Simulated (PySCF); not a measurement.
## MP2, SCS-MP2 and SOS-MP2 from spin components

System: CH5Si (SMILES [CH2-][SiH3]), charge -1, singlet, geometry from GFN2-xTB. Level: PySCF with MP2/6-31G*. Sums are taken with unrounded values, so a last digit can differ.

The PySCF input:
```python
from pyscf import gto, scf, mp

mol = gto.M(
    atom='''
C    -0.01988719   -0.09948217   -1.26656962
Si    0.00791311    0.00755088    0.53010163
H    -0.91126202    0.34846772   -1.73680870
H     0.86775006    0.32705096   -1.76305989
H     0.03655798    1.22911263    1.47473221
H    -1.18943448   -0.69231292    1.11923128
H     1.20492807   -0.72113763    1.08389994
''',
    basis='6-31g*',
    charge=-1,
    verbose=4,
)

mf = scf.RHF(mol)
mf.kernel()

pt = mp.MP2(mf)
pt.kernel()
print('E(MP2) = %.10f' % pt.e_tot)
mf.analyze()
```

It gave an SCF energy of -329.600299 Eh, a same-spin correlation energy of -0.047624 Eh and an opposite-spin one of -0.180447 Eh.

Question: Work out the MP2, SCS-MP2 (6/5 and 1/3) and SOS-MP2 (1.3 and 0) correlation and total energies.

Answer: MP2: -0.180447 + (-0.047624) = -0.228071 Eh, total -329.828370 Eh, as the program printed. SCS-MP2: 1.2 × (-0.180447) + (-0.047624)/3 = -0.232411 Eh, total -329.832710 Eh. SOS-MP2: 1.3 × (-0.180447) = -0.234581 Eh, total -329.834880 Eh. Opposite spins carry 79 % of the MP2 correlation; same-spin pairs are already kept apart by exchange.
